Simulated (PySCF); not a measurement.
Compound: CH₇NO₂Si₂.
Structure used (GFN2-xTB), in Å, numbered top down from 1:
```xyz
13
CH7NO2Si2 angstrom
O      3.0687   -0.3643    0.8123
C      2.7599   -0.1850   -0.3400
N      1.4854   -0.0404   -0.7265
Si     0.2688   -0.1272    0.5329
O     -1.0948    0.0768   -0.3094
Si    -2.6902    0.2487   -0.5502
H      3.5055   -0.1278   -1.1544
H      1.2762    0.1046   -1.7011
H      0.2632   -1.4583    1.1205
H      0.4337    0.9926    1.4476
H     -3.0559   -0.8180   -1.4790
H     -3.3675    0.1196    0.7373
H     -2.8575    1.5792   -1.1303
```

Computed, not measured: TDDFT CAM-B3LYP/def2-SVPD, vertical, gas phase, core orbitals frozen in the response in PySCF.

Ground-to-excited transition dipoles (e·a0, same axes as the geometry; the sign carries no meaning), for the states with f of 0.002 or more among the lowest 8:

| state | E (eV) | μx | μy | μz |
| --- | --- | --- | --- | --- |
| S2 | 7.249 | 0.611 | -0.053 | 0.062 |
| S3 | 7.346 | 0.023 | 0.203 | 0.025 |
| S4 | 7.404 | -0.010 | -0.144 | -0.018 |
| S5 | 7.518 | 0.062 | 0.036 | -0.327 |
| S7 | 7.726 | -0.689 | 0.093 | -0.297 |
| S8 | 8.022 | 0.631 | -0.069 | 0.188 |

Q: Work out the oscillator strengths.

A: f = (2/3) ΔE |μ|² with ΔE in hartree (27.2114 eV).

```csv
state,|μ|² (au),|μ| (D),f
S2,0.380,1.57,0.067
S3,0.042,0.52,0.008
S4,0.021,0.37,0.004
S5,0.112,0.85,0.021
S7,0.571,1.92,0.108
S8,0.438,1.68,0.086
```

Q: The point group is Cs. Which irreducible representation does each state belong to?

A: The ground state is totally symmetric, so the direction of μ fixes the label. Polarised normal to the mirror plane, so A″: S3 and S4. Polarised in the mirror plane, so A′: S2, S5, S7 and S8.

Q: What angle do the transition dipoles of S2 and S5 make?

A: |cos θ| = |μa·μb| / (|μa| |μb|) = 0.08, so θ ≈ 86° (taken between 0 and 90°, since the signs are arbitrary).

Q: How is the summed strength of these states shared among x, y and z?

A: (2/3) Σ ΔE μα² gives 0.235 for x, 0.014 for y and 0.044 for z, 0.294 in all.

Q: What peak molar absorption coefficient would the strongest computed level give as a lone Gaussian band 0.5 eV wide at half height?

A: ε(max) = 2.175×10⁸ f / FWHM, with the width in cm⁻¹. S7: 2.175×10⁸ × 0.1081 / 4033 ≈ 5800 L mol⁻¹ cm⁻¹.

The run took 38 s wall on one thread, Arm Neoverse V1 (aarch64) (shared host), and the process peaked at 0.85 GiB of memory.

One conformer stands for the species.
